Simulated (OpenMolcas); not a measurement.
Multiconfigurational calculation on F3+

Input:

```
&GATEWAY
Coord
1

F 0.0 0.0 0.0
Basis=ANO-RCC-VTZP
Group=XYZ
NoMove
AngMom=0.0 0.0 0.0
AMFI
&SEWARD
&RASSCF
FileOrb=start.orb
Symmetry=1
Spin=3
nActEl=4 0 0
Inactive=1 0
Ras2=1 3
CIRoot=3 3 1
SDav=6
CIMx=300
Iter=120 100
PrWF=0.3
OrbListing=Nothing
MaxOrb=0
Atom
>>> COPY $Project.JobIph JOB001
&RASSCF
FileOrb=start.orb
Symmetry=1
Spin=1
nActEl=4 0 0
Inactive=1 0
Ras2=1 3
CIRoot=6 6 1
SDav=12
CIMx=300
Iter=120 100
PrWF=0.3
OrbListing=Nothing
MaxOrb=0
Atom
>>> COPY $Project.JobIph JOB002
&RASSCF
FileOrb=start.orb
Symmetry=2
Spin=5
nActEl=4 0 0
Inactive=1 0
Ras2=1 3
CIRoot=1 1 1
SDav=1
CIMx=300
Iter=120 100
PrWF=0.3
OrbListing=Nothing
MaxOrb=0
Atom
>>> COPY $Project.JobIph JOB003
&RASSCF
FileOrb=start.orb
Symmetry=2
Spin=3
nActEl=4 0 0
Inactive=1 0
Ras2=1 3
CIRoot=9 9 1
SDav=9
CIMx=300
Iter=120 100
PrWF=0.3
OrbListing=Nothing
MaxOrb=0
Atom
>>> COPY $Project.JobIph JOB004
&RASSCF
FileOrb=start.orb
Symmetry=2
Spin=1
nActEl=4 0 0
Inactive=1 0
Ras2=1 3
CIRoot=8 8 1
SDav=8
CIMx=300
Iter=120 100
PrWF=0.3
OrbListing=Nothing
MaxOrb=0
Atom
>>> COPY $Project.JobIph JOB005
&RASSI
NrOfJobIphs=5 3 6 1 9 8
1 2 3
1 2 3 4 5 6
1
1 2 3 4 5 6 7 8 9
1 2 3 4 5 6 7 8
IphNames
JOB001
JOB002
JOB003
JOB004
JOB005
EJob
SpinOrbit
DIPRint=1.0
SOCoupling=1000.0
Subsets=2
MEES
Property=10
'ANGMOM' 1 'ANGMOM' 2 'ANGMOM' 3 'MLTPL  1' 1 'MLTPL  1' 2 'MLTPL  1' 3
'AMFI' 1 'AMFI' 2 'AMFI' 3 'MLTPL  2' 6
SOProperty=3
'ANGMOM' 1 'ANGMOM' 2 'ANGMOM' 3
```

A driver script runs the steps one by one and writes start.orb anew before each from the orbitals found so far.

Output, cut to the results:

```
--- SEWARD ---
Basis set label: F.ANO-RCC...4S3P2D1F.

      Electronic valence basis set:
      ------------------
      Associated Effective Charge   9.000000 au
      Associated Actual Charge      9.000000 au
      Nuclear Model: Point charge

      Shell  nPrim  nBasis  Cartesian Spherical Contaminant
         s      14       4        X
         p       9       3        X
         d       4       2                 X
         f       3       1                 X
                  Relativistic Douglas-Kroll-Hess integrals:
                    - DKH order of Hamiltonian: 2
                    - DKH order of Properties : 0
                  Atomic mean-field integrals
--- RASSCF ---
Wave function specifications:
      -----------------------------

      Number of closed shell electrons           2
      Number of electrons in active shells       4
      Max number of holes in RAS1 space          0
      Max nr of electrons in RAS3 space          0
      Number of inactive orbitals                1
      Number of active orbitals                  4
      Number of secondary orbitals              25
      Spin quantum number                      1.0
      State symmetry                             1
Orbital specifications:
      -----------------------

      Symmetry species                           1   2
                                                ag  au
      Frozen orbitals                            0   0
      Inactive orbitals                          1   0
      Active orbitals                            1   3
      RAS1 orbitals                              0   0
      RAS2 orbitals                              1   3
      RAS3 orbitals                              0   0
      Secondary orbitals                        12  13
      Deleted orbitals                           0   0
      Number of basis functions                 14  16
      Number of CSFs                             6
      Number of root(s) required                 3
      Iter CI   SX   CI       RASSCF       Energy    max ROT     max BLB   max BLB  Level Ln srch  Step   QN
          iter iter root      energy       change     param      element    value   shift minimum  type update
 Nr of preliminary CI iterations:   1
        1   1    6    0   -95.42956392    0.00E+00  -1.75E-02    1   4 1  4.51E-02*  0.00   0.00    SX    NO
        2   1    6    0   -95.43208818   -2.52E-03*  2.73E-03    2   4 1  1.06E-02*  0.00   0.00    SX    NO
        3   1    5    0   -95.43213366   -4.55E-05* -6.68E-04    3   6 2  8.44E-04*  0.00   0.00    SX    NO
        4   1    5    0   -95.43213509   -1.42E-06* -1.39E-04    2   4 1  2.05E-04*  0.00   0.00    SX    NO
        5   1    4    0   -95.43213515   -6.32E-08* -2.71E-05    3   6 2  4.11E-05   0.00   0.82    QN   YES
        6   1    3    0   -95.43213515   -3.53E-09   5.48E-07    2   3 1 -2.57E-06   0.00   1.00    QN   YES
      Convergence after  6 iterations
        7   1    3    0   -95.43213515   -3.38E-12   5.48E-07    2   3 1 -6.11E-07   0.00   1.00    QN   YES
      Natural orbitals and occupation numbers for root  1
      sym 1:   1.966379
      sym 2:   1.000000   1.000000   0.033621
      Natural orbitals and occupation numbers for root  2
      sym 1:   1.966379
      sym 2:   1.000000   0.033621   1.000000
      Natural orbitals and occupation numbers for root  3
      sym 1:   1.966379
      sym 2:   0.033621   1.000000   1.000000
::    RASSCF root number  1 Total energy:    -95.43213515
::    RASSCF root number  2 Total energy:    -95.43213515
::    RASSCF root number  3 Total energy:    -95.43213515
--- RASSCF ---
Wave function specifications:
      -----------------------------

      Number of closed shell electrons           2
      Number of electrons in active shells       4
      Max number of holes in RAS1 space          0
      Max nr of electrons in RAS3 space          0
      Number of inactive orbitals                1
      Number of active orbitals                  4
      Number of secondary orbitals              25
      Spin quantum number                      0.0
      State symmetry                             1
Orbital specifications:
      -----------------------

      Symmetry species                           1   2
                                                ag  au
      Frozen orbitals                            0   0
      Inactive orbitals                          1   0
      Active orbitals                            1   3
...
--- RASSI ---
SPIN-FREE ENERGIES:
  (Shifted by EMIN (a.u.) =        -95.4321351525)

 SF State       Relative EMIN(au)   Rel lowest level(eV)    D:o, cm**(-1)      L_eff

     1             0.0000000000        0.0000000000              0.0000         1.0
     2             0.0000000000        0.0000000000              0.0000         1.0
     3             0.0000000000        0.0000000000              0.0000         1.0
     4             0.1244296704        3.3859038210          27309.1560         2.0
     5             0.1244296704        3.3859038210          27309.1560         2.0
     6             0.1244296704        3.3859038210          27309.1560         2.0
     7             0.1244296704        3.3859038210          27309.1560         2.0
     8             0.1244296704        3.3859038210          27309.1560         2.0
     9             0.2297946084        6.2530298457          50434.0870         0.0
    10             0.2874944113        7.8231214694          63097.7299         0.0
    11             0.6880152904       18.7218498090         151001.9022         2.0
    12             0.6880152904       18.7218498090         151001.9022         2.0
    13             0.6880152904       18.7218498090         151001.9022         2.0
    14             0.6880152904       18.7218498090         151001.9022         2.0
    15             0.6880152904       18.7218498090         151001.9022         2.0
    16             0.8104610672       22.0537691380         177875.6440         1.0
    17             0.8104610672       22.0537691380         177875.6440         1.0
    18             0.8104610672       22.0537691380         177875.6440         1.0
    20             1.1106026100       30.2210365873         243749.0984         2.0
    21             1.1106026100       30.2210365873         243749.0984         2.0
    22             1.1106026100       30.2210365873         243749.0984         2.0
...
```

Levels above the lowest, from the spin-orbit matrix, grouped by J:

| Configuration | Term | J | E (cm-1) | Measured (cm-1) | g | Term weight % |
| --- | --- | --- | --- | --- | --- | --- |
| 2s2 2p2 | 3P | 0 | 0.0 | 0.0 |  | 100 |
| 2s2 2p2 | 3P | 1 | 224 | 225 | 1.501 | 100 |
| 2s2 2p2 | 3P | 2 | 653 | 613 | 1.501 | 100 |
| 2s2 2p2 | 1D | 2 | 27753 | 25241 | 1.000 | 100 |
| 2s2 2p2 | 1S | 0 | 50882 | 53544 |  | 100 |
| 2s 2p3 | 5S* | 2 | 63536 |  | 2.002 | 100 |
| 2s 2p3 | 3D* | 2 | 151437 | 147889 | 1.167 | 100 |
| 2s 2p3 | 3D* | 1 | 151438 | 147902 | 0.499 | 100 |
| 2s 2p3 | 3D* | 3 | 151442 | 147842 | 1.334 | 100 |
| 2s 2p3 | 3P* | 0 | 178316 |  |  | 100 |
| 2s 2p3 | 3P* | 1 | 178318 | 175242 | 1.501 | 100 |
| 2s 2p3 | 3P* | 2 | 178321 | 175237 | 1.501 | 100 |
| 2s 2p3 | 1D* | 2 | 244191 |  | 1.000 | 100 |
| 2s 2p3 | 3S* | 1 | 251194 |  | 2.002 | 100 |
| 2s 2p3 | 1P* | 1 | 270912 | 257390 | 1.000 | 100 |

Against the 10 measured excited levels shown (Moore, Atomic Energy Levels, vol. I, NSRDS-NBS 35 (1971 reprint of NBS Circular 467, 1949)) the mean absolute deviation is 3600 cm-1; the largest miss in energy is 2s 2p3 1P* 1: computed 270912, measured 257390 cm-1 (+5.3 %), and the largest in proportion 2s2 2p2 1D2 (+10.0 %).

Computed and measured levels are paired by configuration, term and J; levels that our copy of the source lacks, or whose pairing is in doubt (as where it misses far off the trend of its configuration), stay unpaired and out of the deviations. Levels of configurations outside the active space are missing. The first state left out of the spin-orbit step lies near 360000 cm-1 above the lowest spin-free state of the reference (among the parities and spins computed), and the list stops at four fifths of that energy or lower.

The term weight is that of the spin-free term in the level, not the purity of its configuration. * marks odd parity.
